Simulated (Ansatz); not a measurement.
Potential energy curve for Al2(mu-OMe)2(OH)4, C2H10Al2O6, singlet. The Al1–O19 bond (Al1 also carries Al, O, O, O; O19 carries H) is pulled apart rigidly from the PBE0/def2-SVP optimised geometry.

Method: unrestricted PBE/def2-SVP (Ansatz, an electronic-structure program).

The batch members p0 to p7 hold the bond at 1.41, 1.50, 1.61, 1.67, 1.71, 1.75, 1.81, 1.93 Å.

Ansatz input:

Ansatz 0.2 input:
```yaml
# input.yaml
basis:
  gaussian: { orbitals: def2-svp }
hamiltonian:
  xc: pbe
batch:
  members: [p0.yaml, p1.yaml, p2.yaml, p3.yaml, p4.yaml, p5.yaml, p6.yaml, p7.yaml]

# p4.yaml, one of the 8 members of this batch
crystal:
  periodic: [false, false, false]
  atoms:
    - { symbol: Al, position_ang: [0.0, 0.0, 0.0] }
    - { symbol: Al, position_ang: [-0.00554802, -2.46592563, -1.33831299] }
    - { symbol: O, position_ang: [-1.19182803, -1.3033058, -0.52825137] }
    - { symbol: C, position_ang: [-2.44767125, -1.60152316, 0.05168142] }
    - { symbol: H, position_ang: [-2.51310862, -1.13994892, 1.04852185] }
    - { symbol: H, position_ang: [-3.26222759, -1.22045233, -0.58341281] }
    - { symbol: H, position_ang: [-2.55569828, -2.6917234, 0.15935202] }
    - { symbol: O, position_ang: [0.0, 1.53005337, -0.76480738] }
    - { symbol: H, position_ang: [-0.08071587, 1.68365488, -1.70619652] }
    - { symbol: O, position_ang: [1.18672561, -1.16343888, -0.80819314] }
    - { symbol: C, position_ang: [2.44375276, -0.8662114, -1.38600213] }
    - { symbol: H, position_ang: [2.51041017, -1.3273703, -2.38296331] }
    - { symbol: H, position_ang: [2.55310099, 0.22391643, -1.49312828] }
    - { symbol: H, position_ang: [3.2569031, -1.2483596, -0.74975841] }
    - { symbol: O, position_ang: [-0.00552294, -3.99608165, -0.57395476] }
    - { symbol: H, position_ang: [0.07534963, -4.15066814, 0.36722924] }
    - { symbol: O, position_ang: [-0.00564398, -2.46347671, -3.04960559] }
    - { symbol: H, position_ang: [-0.12711448, -3.27231867, -3.54848911] }
    - { symbol: O, position_ang: [0.0, 0.0, 1.71] }
    - { symbol: H, position_ang: [0.12210052, 0.81009839, 2.20672908] }
total_charge: 0
magnetization:
  spin_polarized: true
```

Lines of the output on each member:

```
Member 2: Total energy: -27684.62931890 eV, -1017.3913621537 hartree
Member 1: Total energy: -27683.84773858 eV, -1017.3626396068 hartree
Member 0: Total energy: -27682.52149027 eV, -1017.3139008803 hartree
Member 3: Total energy: -27684.79783528 eV, -1017.3975550167 hartree
Member 4: Total energy: -27684.83848904 eV, -1017.3990490147 hartree
Member 5: Total energy: -27684.83363415 eV, -1017.3988706009 hartree
Member 6: Total energy: -27684.75866984 eV, -1017.3961157132 hartree
Member 7: Total energy: -27684.44096857 eV, -1017.3844404069 hartree
```

The unrestricted determinant behind UKS-PBE is spin-contaminated at 3.19 to 4.97 Å (<S²> up to 0.8, against 0.00 for a pure singlet).
